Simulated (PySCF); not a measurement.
**Be (beryllium, neutral) across methods**

[He] 2s2, closed-shell 1S. Computed with PySCF 2.14 in def2-QZVPPD (7s4p2d1f, 36 functions), with the non-relativistic Hamiltonian (point nucleus). The B2PLYP total includes its PT2 part (frozen core); its orbital energies are those of the SCF part.

```csv
method,E (hartree),mean ε 1s (eV),mean ε 2s (eV),Σ⟨r²⟩ (bohr²),⟨S²⟩
B2PLYP,-14.6490,-118.53,-7.188,16.97,0.000
r2SCAN0,-14.6504,-113.73,-6.550,16.86,0.000
r2SCAN,-14.6488,-108.61,-5.746,16.87,0.000
M06-L,-14.6640,-108.71,-5.689,16.43,0.000
M06-2X,-14.6666,-117.17,-7.275,16.54,0.000
PBE,-14.6298,-106.19,-5.607,16.74,0.000
PBE0,-14.6366,-111.97,-6.492,16.72,0.000
UHF,-14.57300,-128.78,-8.415,17.31,0.000
```

Estimate the same row for LDA.

E (hartree) = -14.4472; mean ε 1s (eV) = -104.93; mean ε 2s (eV) = -5.598; Σ⟨r²⟩ (bohr²) = 16.98; ⟨S²⟩ = 0.000.
